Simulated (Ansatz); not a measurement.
Computed with Ansatz on PBE0-D4/def2-TZVP structures; ΔE is electronic, products minus reactants. CCSD(T)/CBS is the MP2 limit (def2-TZVPP, def2-QZVPP) plus CCSD(T) − MP2 in def2-TZVPP, frozen cores. This one scheme is used for every species. Functionals use def2-TZVPP. For Se outer-core shells are correlated without core-valence functions, which leaves a few kJ/mol of doubt a bond. Scalar relativity is left out up to krypton. Each species was taken in one conformer, which may not be the lowest.

Reaction (cleavage of the B–Si bond): `CB(C)[SiH2]F` + H₂Se → `CB(C)[SeH]` + `F[SiH3]`

`CB(C)[SiH2]F`:

Cartesian coordinates in Å:
```
C 0.137 -1.655 0.152
B 0.142 -0.099 0.079
C 1.353 0.730 0.614
Si -1.415 0.907 -0.726
F -2.656 -0.059 -1.080
H 0.471 -1.984 -0.847
H 0.846 -2.078 0.870
H -0.848 -2.107 0.286
H 2.303 0.189 0.578
H 1.483 1.727 0.187
H 1.135 0.883 1.684
H -1.933 1.958 0.197
H -1.018 1.587 -1.993
```

H₂Se:

```xyz
3

Se    0.095   -0.118   -0.667
H     0.555    0.914    0.268
H    -0.650   -0.796    0.399
```

`CB(C)[SeH]`:

Cartesian coordinates in Å:
```
C 1.215 0.865 0.428
B 0.210 -0.176 -0.173
C -1.321 -0.112 0.142
Se 0.969 -1.554 -1.301
H 2.272 0.642 0.277
H 1.014 1.845 -0.024
H 1.037 0.995 1.501
H -1.680 0.922 0.170
H -1.473 -0.507 1.155
H -1.959 -0.688 -0.529
H -0.286 -2.234 -1.649
```

`F[SiH3]`:

Cartesian coordinates in Å:
```
F 0.797 -1.340 0.011
Si -0.021 0.035 0.000
H -1.438 -0.269 -0.306
H 0.560 0.914 -1.041
H 0.101 0.660 1.337
```

CCSD(T)/CBS gives -26.5 kcal/mol.

(1) Another level gave -23.7 kcal/mol. Which?
A. MP2/def2-TZVPP
B. revPBE-D4/def2-TZVPP
C. BHLYP-D4/def2-TZVPP
D. RPA@PBE/def2-TZVPP

Largest T1 diagnostic among the species: 0.011.

Answers

(1) B. revPBE-D4 -23.7, RPA@PBE/def2-TZVPP -26.6, BHLYP-D4 -25.3, MP2/def2-TZVPP -29.3 kcal/mol.

From PBE to PBE0 (25 % exact exchange), in def2-TZVPP and without D4, ΔE moves by −0.7 kcal/mol. At CCSD(T), def2-SVP lies +0.8 kcal/mol from the extrapolated value and def2-TZVPP −0.1 kcal/mol. Leaving LDA and LC-ωPBE aside and taking each functional with its dispersion term where it has one, the values, not all of them listed here, spread over 3.1 kcal/mol, from PBE-QIDH to PBE-D4.
